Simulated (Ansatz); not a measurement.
Species: CH6BO2Si, net charge -1, singlet state. It need not be the lowest isomer of its formula. Whether it binds its extra electron was not tested at this geometry. 
Geometry from a B3LYP-D3(BJ)/def2-TZVP (Ansatz, an electronic-structure program) optimisation:
```
Si
H 1 1.5052
H 1 1.5052 2 102.35
C 1 1.9153 2 104.52 3 108.77
H 4 1.0931 1 109.96 2 67.59
H 4 1.0931 5 107.05 1 -119.43
H 4 1.0941 5 108.31 6 -116.59
B 1 2.0668 2 112.85 3 -121.57
O 8 1.2825 1 122.17 2 57.72
O 8 1.4378 9 126.54 1 -180.00
H 10 0.9682 8 104.85 9 0.00
```
Charge -1, spin multiplicity 1.

Basis-set convergence of Hartree-Fock and MP2 correlation energies (hartree) with Ansatz. Cores are frozen in the correlated levels unless marked. Spin-orbit coupling is left out. Non-relativistic.

```
basis            functions       E(HF)  E(corr, MP2)
---------------  ---------  ----------  ------------
aug-cc-pV(D+d)Z        178  -504.84900      -0.76554
aug-cc-pV(T+d)Z        377  -504.91667      -0.92334
aug-cc-pV(Q+d)Z        685  -504.93345      -0.98015
```

Extrapolating the two largest sets (X = 3 and 4) as X^-3: E(corr) = (64·(-0.98015) - 27·(-0.92334))/37 = -1.0216 Eh, an estimate of the basis-set limit. The largest set recovers 95.9 % of it, the smallest 74.9 %.
